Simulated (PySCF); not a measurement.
**Computed NMR parameters against published values**

Atoms are numbered as in `[O:1]=[C:2]([Cl:3])[c:4]1[cH:5][cH:6][s:7][cH:8]1`; H(Xn) means a hydrogen on atom n.

[PySCF 2.14.0 with density-fitted response routines: shieldings: GIAO PBE0/pcSseg-1; GFN2-xTB geometry; non-relativistic; a single conformation; no solvent]

Reference values: estimated from measurements, as parent shift plus tabulated substituent increment (solution, not stated per compound (mostly CDCl3 or CCl4); Pretsch, Buehlmann, Badertscher, Structure Determination of Organic Compounds, 4th ed. (2009)).
```
atoms  quantity  reference  computed  computed, scaled
H(C8)      δ ¹H       8.25      8.38              7.99
H(C5)      δ ¹H       7.46      7.81              7.45
H(C6)      δ ¹H       7.23      7.23              6.91
```

Computed shifts are σ(ref) − σ with the named reference compound (TMS for H and C) calculated as an isolated molecule at the same level. The measured values may be among those fitted. Shieldings were converted by linear fits to measured shifts (mostly CDCl3, TMS scale, for H and C): ¹H (scatter 0.17 ppm rms, 0.18 ppm with the 4 outliers that the fit left out). A few per cent of atoms miss by over 2 rms, more outside the fitted compound classes.

Question: How far are the unscaled ¹H shifts from the references?

Answer: Mean signed difference +0.16 ppm, mean absolute 0.16 ppm over 3 comparisons; the largest is +0.35 ppm at H(C5) (hydrogen on an aromatic CH).
